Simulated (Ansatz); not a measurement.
Computed with Ansatz (an electronic-structure program) with frozen-core CCSD(T)/cc-pVTZ // PBE0-D3(BJ)/def2-TZVP.

Ansatz 0.2 input:
```yaml
crystal:
  periodic: [false, false, false]
  atoms:
    - { symbol: Al, position_ang: [-0.160268, 0.008492, -0.000934] }
    - { symbol: Cl, position_ang: [1.93336, -0.102461, 0.011498] }
    - { symbol: H, position_ang: [-0.812594, 1.442371, -0.005451] }
    - { symbol: H, position_ang: [-0.960498, -1.348402, -0.005115] }
basis:
  gaussian: { orbitals: cc-pVTZ }
correlation:
  method: ccsd_t
```

Output:

```
Functional definition: HF
567 factors; integrals over basis functions are off by at most 1.5e-3 eV
mean field evaluation 1: about -19119.9704 eV, gradient 1.3e1 eV
mean field evaluation 2: about -19119.9772 eV, gradient 1.3e1 eV
mean field evaluation 4: about -19120.6986 eV, gradient 1.2e0 eV
mean field evaluation 8: about -19120.7060 eV, gradient 6.4e-4 eV
mean field evaluation 16: about -19120.7060 eV, gradient 9.0e-6 eV
mean field -19120.70600958 eV, -702.6729853719 hartree, gradient 9.0e-6 eV, S^2 0.000000; 0 other end points of the search recorded, 0 dependent functions left out
10 core orbitals not correlated
reference -19120.70600958 eV, -702.6729853719 hartree; 6, 6 occupied and 80, 80 virtual orbitals, 567 factors
second order -7.34543213 eV of doubles, -0.00000000 eV of singles
cycle   1  -7.96026137 eV  change   -6.1e-1 eV  update   5.7e-2
cycle   2  -8.18864848 eV  change   -2.3e-1 eV  update   1.8e-2
cycle   3  -8.20729957 eV  change   -1.9e-2 eV  update   6.3e-3
cycle   4  -8.20395312 eV  change    3.3e-3 eV  update   2.0e-3
cycle   5  -8.20371740 eV  change    2.4e-4 eV  update   6.8e-4
cycle   6  -8.20373377 eV  change   -1.6e-5 eV  update   2.1e-4
cycle   7  -8.20373229 eV  change    1.5e-6 eV  update   6.2e-5
cycle   8  -8.20374833 eV  change   -1.6e-5 eV  update   2.1e-5
cycle   9  -8.20374702 eV  change    1.3e-6 eV  update   6.1e-6
perturbative correction -0.27779410 eV, -0.0102087450 hartree
Total energy: -19129.18755070 eV, -702.9846762591 hartree
```

Cost: about 2.4 core-seconds (a rough figure).
